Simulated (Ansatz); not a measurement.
# Ligand exchange: C3H10BN + GaH2(SH) → C3H9BS + GaH2(NH2)

Species: C3H10BN `CC(C)BN`, singlet; GaH2(SH), singlet; C3H9BS `CC(C)BS`, singlet; GaH2(NH2), singlet. The partners trade NH2 for SH: B–NH2 and Ga–SH bonds give way to B–SH and Ga–NH2.

Shapes, held fixed at every level: PBE0-D4/def2-TZVP. Flexible molecules stand in one conformer, not always the lowest. Programs: Ansatz 0.2.0. The zero-point and thermal change to 298 K, harmonic and unscaled (PBE0-D4/def2-TZVP), is -3.7 kJ/mol.

| level | kind | ΔH(298 K) (kJ/mol) | less CCSD(T)/def2-TZVPP |
| --- | --- | --- | --- |
| HF/def2-SVP | Hartree–Fock | +105.0 | +19.9 |
| B3LYP-D4/def2-TZVPP | global hybrid | +91.0 | +5.9 |
| PBE0-D4/def2-TZVPP | global hybrid | +91.4 | +6.3 |
| wB97X-V/def2-TZVPP | range-separated hybrid | +88.0 | +2.9 |
| MP2/def2-SVP | perturbation theory | +88.5 | +3.4 |
| MP2/def2-TZVPP | perturbation theory | +83.0 | -2.1 |
| CCSD(T)/def2-SVP | coupled cluster or CI | +89.5 | +4.4 |
| CCSD(T)/def2-TZVPP | coupled cluster or CI | +85.1 | 0.0 |

The highest level, CCSD(T)/def2-TZVPP, gives ΔH(298 K) = +85.1 kJ/mol; the levels span +83.0 to +105.0. The column of differences is taken from that level and isn't an error. No measured value is set beside it here. Relativity is left out for Ga unless named. Correlated rows may include outer-core shells of Ga, which these sets cover unevenly.
